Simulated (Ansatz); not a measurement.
Mulliken charges of FH₅N₂OTi (`[NH2][Ti]([NH2])([OH])[F]`) from ωB97M-V/def2-TZVPP in Ansatz (PBE0-D4/def2-TZVP geometry).

```json
{"atom": "N1", "x (Å)": "-1.217", "y (Å)": "0.890", "z (Å)": "-0.720", "charge (e)": "-0.436"}
{"atom": "Ti2", "x (Å)": "0.202", "y (Å)": "0.342", "z (Å)": "0.376", "charge (e)": "1.035"}
{"atom": "N3", "x (Å)": "0.085", "y (Å)": "-1.529", "z (Å)": "0.498", "charge (e)": "-0.434"}
{"atom": "O4", "x (Å)": "1.719", "y (Å)": "0.837", "z (Å)": "-0.452", "charge (e)": "-0.454"}
{"atom": "F5", "x (Å)": "0.112", "y (Å)": "0.994", "z (Å)": "2.028", "charge (e)": "-0.390"}
{"atom": "H6", "x (Å)": "-2.175", "y (Å)": "0.986", "z (Å)": "-0.409", "charge (e)": "0.119"}
{"atom": "H7", "x (Å)": "-1.099", "y (Å)": "1.302", "z (Å)": "-1.634", "charge (e)": "0.129"}
{"atom": "H8", "x (Å)": "0.512", "y (Å)": "-2.071", "z (Å)": "1.238", "charge (e)": "0.119"}
{"atom": "H9", "x (Å)": "-0.483", "y (Å)": "-2.119", "z (Å)": "-0.091", "charge (e)": "0.130"}
{"atom": "H10", "x (Å)": "2.427", "y (Å)": "0.315", "z (Å)": "-0.831", "charge (e)": "0.183"}
```

Question: By hand: the dipole of these point charges (1 e Å = 4.8032 D).

Answer: Σ q r = (-0.080, -0.317, -0.375) e Å, of length 0.498 e Å = 2.39 D.

Question: How does the dipole of the full density compare? (Estimate.)

Answer: The calculation gave: (-0.090, -0.407, -0.426) e Å, 2.86 D; the point charges give 0.84 times that, at 3° from its direction.

Point charges leave out the atoms' own dipoles, such as those of lone pairs, and Mulliken's split depends on the basis, so the two needn't agree.
